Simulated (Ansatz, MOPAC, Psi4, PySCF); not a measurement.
Reaction (SMILES): N([SiH2][NH-])[SiH3] -> N[SiH2]N[SiH2-]

Wanted: isomerisation energy (enthalpy at 298 K), in kcal/mol. Conventions: six Cartesian d functions in 6-31G* and its kin unless marked 5d; PM7 with its own dispersion and hydrogen-bond terms; 6-311+G** with 5d, 6d on Na to Ar in Ansatz (a first-principles code); non-relativistic; dispersion terms only where a functional's name holds one; frozen cores in correlated levels; spin-orbit terms left out. CBS marks a two-point X^-3 extrapolation of the correlation energy; Hartree-Fock from the larger set. First-principles rows: single points at B3LYP-D3(BJ) geometries (Ansatz), with unscaled harmonic terms from B3LYP/6-31G* (Ansatz) at its own minima. Semi-empirical rows: MOPAC heats of formation at their own minima for 298 K. Anions need diffuse functions, which STO-3G, LANL2DZ, def2-SVP, cc-pVDZ and Pople sets without + lack.

Coupled cluster (Ansatz) is a level with limits of its own, used here on species with T1 under 0.025 (0.045 for open shells) and stable references: CCSD(T)/CBS(aug-cc-pV(T+d)Z,aug-cc-pV(Q+d)Z).

Value to compare with, CCSD(T)/CBS(aug-cc-pV(T+d)Z,aug-cc-pV(Q+d)Z) (Ansatz): 2.6 kcal/mol.

```csv
level,program,isomerisation energy (enthalpy at 298 K) (kcal/mol),difference
AM1,MOPAC,-35.0,-37.6
PM7,MOPAC,-28.9,-31.5
MNDO,MOPAC,-0.8,-3.4
HF/3-21G,Ansatz,-31.1,-33.7
PBE/STO-3G,Ansatz,-10.1,-12.7
PBE/3-21G,Ansatz,-22.8,-25.4
PBE/6-311+G**,Ansatz,-3.0,-5.6
BP86/6-31G* (5d),PySCF,-5.9,-8.5
B3LYP/cc-pVDZ,Ansatz,-7.3,-9.9
M06-2X/6-311+G**,PySCF,-3.2,-5.8
wB97X-D/6-31G*,Psi4,-6.1,-8.7
MP2/3-21G,Ansatz,-25.1,-27.7
B3PW91/6-31G* (5d),PySCF,-6.2,-8.8
PBE0/def2-TZVPD,Ansatz,0.1,-2.5
```

Among the 13 habitual levels, AM1 lies farthest from CCSD(T)/CBS(aug-cc-pV(T+d)Z,aug-cc-pV(Q+d)Z) (Ansatz) (-37.6 kcal/mol) and MNDO nearest (-3.4); 0 of 13 lie above it, and their mean absolute difference is 16.9 kcal/mol, the median 9.9. One case shows no general order.

The levels are drawn from those run, B3LYP/6-31G* more often than the rest, none by its result; left out are runs that failed, that the program found above a lower state of the same kind, or whose <S^2> lies over 0.5 above the pure value.
